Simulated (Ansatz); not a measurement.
Ideal-gas functions of H4NOSb (`[NH2][SbH][OH]`) at 600 K and 1 bar, from an Ansatz frequency run at PBE0-D4/def2-TZVP.

Molar mass 155.8 g/mol, point group C1 (symmetry number 1), electronic degeneracy 1, moments of inertia 50.769, 83.496, 124.807 u Å². Harmonic wavenumbers (cm⁻¹, unscaled): 146, 235, 271, 346, 599, 611, 640, 700, 865, 927, 1559, 1942, 3579, 3690, 3883.

Use S(trans) = R[1.5 ln M + 2.5 ln T − 1.1517]; rotational temperatures θ = 24.2544 K / I; S(rot) = R[ln(√π/σ · √(T³/θAθBθC)) + 1.5]; for each mode x = 1.438777 ν̃/T, S = R[x/(eˣ − 1) − ln(1 − e⁻ˣ)] and H = RT x/(eˣ − 1); 1 cm⁻¹ = 0.0119627 kJ/mol; R = 8.31446 J/(mol·K).

Question: By hand: the entropy, in J/(mol·K).

Answer: Translation 186.4. Rotation: θ = 0.4777, 0.2905, 0.1943 K, giving 112.0. Vibration, mode by mode: 17.08, 13.19, 12.04, 10.10, 5.98, 5.84, 5.52, 4.92, 3.59, 3.20, 0.96, 0.45, 0.01, 0.01, 0.01, in all 82.9. Electronic 0.0. Sum 381.3 J/(mol·K).

Question: By hand: H − E and G − E in kJ/mol, counted from the electronic energy.

Answer: Zero-point energy ½ × 19993 × 0.0119627 = 119.6; thermal vibration 26.6; translation, rotation and pV give 4 RT = 20.0. H − E = 166.2 kJ/mol, and G − E = 166.2 − 600 × 381.3/1000 = -62.6 kJ/mol.

Vibration gives 22 % of the entropy, 17.1 J/(mol·K) of it from the mode under 150 cm⁻¹: soft modes count most, and the harmonic formula is weakest for them. The sum counts one conformer and one mirror image; others add a mixing term.
